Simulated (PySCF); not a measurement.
C3H7BF3P.
Z-matrix (Å and degrees, PBE0-D3(BJ)/def2-SVP geometry), rows numbered from 1:
```
B 
P   1  1.9061
C   2  1.8189  1  115.30
C   2  1.8159  1  116.27  3  -119.64
F   4  1.3351  2  114.88  1    73.68
C   4  1.3352  2  126.04  1  -102.99
F   6  1.3008  4  124.54  2   176.93
F   6  1.3070  4  123.02  2    -3.41
H   1  1.2246  2  102.38  3   -59.79
H   1  1.2226  2  103.49  3    58.69
H   1  1.2197  2  105.77  3   179.85
H   2  1.4162  1  116.56  3   122.74
H   3  1.0981  2  112.15  1   175.50
H   3  1.0993  2  107.59  1   -63.67
H   3  1.0990  2  108.39  1    53.43
```

Computed with PySCF at PBE0/pcSseg-1, non-relativistic, on one gas-phase PBE0-D3(BJ)/def2-SVP geometry that isn't relaxed in the solvent. The solvent is an IEF-PCM continuum (Bondi radii, 1.10 Å for H, scaled by 1.2). The model holds no explicit solvent molecules, cavitation or dispersion.

```json
{"run": "gas", "E − E(gas) (kcal/mol)": "0.00", "HOMO (eV)": "-7.79", "HOMO–LUMO gap (eV)": "7.26", "dipole (D)": "4.41"}
{"run": "P", "E − E(gas) (kcal/mol)": "-7.28", "HOMO (eV)": "-7.55", "HOMO–LUMO gap (eV)": "7.34", "dipole (D)": "5.83"}
{"run": "Q", "E − E(gas) (kcal/mol)": "-5.24", "HOMO (eV)": "-7.61", "HOMO–LUMO gap (eV)": "7.32", "dipole (D)": "5.42"}
```

The runs were made in chloroform and methanol. Which run belongs to which solvent?

P = methanol, Q = chloroform. The dielectric constants are 4.711 (chloroform), 32.61 (methanol), and the energy falls further as ε rises. In this model the ground state sees the solvent through ε alone.

How constant is the ratio of the lowering to (ε − 1)/(2ε + 1)?

```
   solvent  (ε − 1)/(2ε + 1)  E − E(gas) (kcal/mol)  ratio (kcal/mol)  polarisation term (kcal/mol)
chloroform             0.356                  -5.24             -14.7                         -6.11
  methanol             0.477                  -7.28             -15.3                         -9.00
```

The ratio changes by +3.6 % in size from chloroform to methanol. The polarisation term is half the interaction of the solute with the induced surface charges.

The run took 21 s wall on one thread of an Arm Neoverse V1, no GPU, shared host, and the process peaked at 0.99 GiB of memory. This is the whole shielding run at PBE0/pcSseg-1 in methanol, SCF included.
